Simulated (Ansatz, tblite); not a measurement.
Isomers of GeTe$_{2}$ (singlet), found by a short tight-binding search and relaxed with r2SCAN-D4/def2-TZVP in Ansatz.

In the def2 sets Te takes a core potential; there is no spin–orbit coupling. The xTB rows come from tblite. Correlated methods freeze 17 core orbitals; core or outer-core shells of Ge, Te are correlated, in sets that lack core-valence functions.

Other spin states were run for one of them alone.

A:

Cartesian coordinates in Å:
```
Ge 1.216 -0.744 0.108
Te -1.127 -0.601 -0.917
Te -0.088 1.345 0.809
```

B:

```xyz
3

Ge   -0.0002    0.0000   -0.0002
Te    0.2310   -2.3121   -0.1421
Te   -0.2308    2.3121    0.1423
```

Estimate their order by electronic energy at CCSD(T)/def2-TZVPP, counted from the lowest.

A (0.0) < B (6.1), in kJ/mol.

Do the other levels pick the same lowest one?

Not GFN1-xTB, MP2/def2-TZVPP. Energies above each level's lowest (kJ/mol):

```
              level     A     B
           GFN1-xTB  50.3   0.0
           GFN2-xTB   0.0  73.8
      HF/def2-TZVPP   0.0   9.1
   PBE-D4/def2-TZVP   0.0  25.3
r2SCAN-D4/def2-TZVP   0.0  10.8
   B97M-V/def2-TZVP   0.0  15.6
  PBE0-D4/def2-TZVP   0.0  24.2
 PBE-QIDH/def2-TZVP   0.0  11.7
     MP2/def2-TZVPP   3.0   0.0
    CCSD/def2-TZVPP   0.0   9.0
 CCSD(T)/def2-TZVPP   0.0   6.1
```
Point groups (tolerance 0.1 Å): A C2v, B D∞h. Lower isomers may exist.
